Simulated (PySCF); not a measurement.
SeCl4, SMILES Cl[Se](Cl)(Cl)Cl.

The structure is a stationary point at PBE0-D3(BJ)/def2-SVP. The isomer is the one that the SMILES or the coordinates give; other isomers of the formula were not compared.

Computed with PBE/def2-TZVP run with PySCF.

Gas-phase values at a fixed geometry.

**Question.** Estimate the frontier levels, gap, dipole moment and polarisability. (Estimate from the structure and the level; the computed values follow.)

**Answer.** 
```yaml
highest_occupied_level: -7.26 eV
lowest_empty_level: -4.71 eV
orbital_gap: 2.55 eV
dipole_moment: 0.20 D
quadrupole, principal values (traceless, Buckingham form, about the centre of nuclear charge): -11.66, 5.11, 6.54 D·Å
mean_static_polarisability: 89.8 bohr³ (13.30 Å³)
polarisability_principal_values: 61.6, 81.7, 126.0 bohr³
```
